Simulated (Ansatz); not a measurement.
Relaxation of F₂GeH₆Si₂ (11 atoms, charge 0, multiplicity 1), to a largest force component of 0.015 eV/Å in at most 40 steps.

Theory: Ansatz, RKS BLYP-D4/def2-SVP.

```xyz
11
Properties=species:S:1:pos:R:3
F -2.522 0.745 -0.309
Ge -1.473 0.599 1.033
Si 0.214 -0.826 0.420
F -0.319 -2.320 0.015
Si 1.333 0.023 -1.337
H -2.233 0.027 2.245
H -0.849 1.985 1.417
H 1.216 -0.963 1.555
H 1.887 1.360 -0.913
H 2.426 -0.873 -1.686
H 0.384 0.186 -2.420
```

Task: Where does it end, and by what steps?

Result: It converged. The force dipped under the threshold on the way, but the program's further checks kept it going. After 18 steps the energy has fallen by 0.412 eV; F1 moved furthest, 1.31 Å.

| step | energy less start (eV) | largest force component (eV/Å) | accepted |
| --- | --- | --- | --- |
| 0 | 0.0000 | 2.024 | yes |
| 1 | -0.3003 | 0.741 | yes |
| 2 | -0.3206 | 0.595 | yes |
| 3 | -0.3572 | 0.056 | yes |
| 4 | -0.3646 | 0.042 | yes |
| 5 | -0.3670 | 0.329 | yes |
| 6 | -0.3732 | 0.143 | yes |
| 7 | -0.3828 | 0.031 | yes |
| 8 | -0.3907 | 0.189 | yes |
| 9 | -0.3903 | 0.299 | no |
| 10 | -0.3987 | 0.058 | yes |
| 11 | -0.4029 | 0.063 | yes |
| 12 | -0.4063 | 0.159 | yes |
| 13 | -0.4070 | 0.167 | yes |
| 14 | -0.4102 | 0.024 | yes |
| 15 | -0.4109 | 0.004 | yes |
| 16 | -0.4111 | 0.079 | yes |
| 17 | -0.4115 | 0.024 | yes |
| 18 | -0.4118 | 0.004 | yes |

```xyz
11
Properties=species:S:1:pos:R:3
F -1.527 1.600 -0.312
Ge -1.442 0.594 1.164
Si 0.444 -0.827 0.620
F -0.073 -2.394 0.533
Si 1.186 -0.066 -1.492
H -2.823 -0.118 1.280
H -1.244 1.600 2.338
H 1.506 -0.753 1.682
H 1.603 1.366 -1.344
H 2.361 -0.876 -1.960
H 0.074 -0.183 -2.487
```

Time of the run: 46 s on 2 threads of Arm Neoverse V2, on a shared host, peak memory 0.18 GiB.
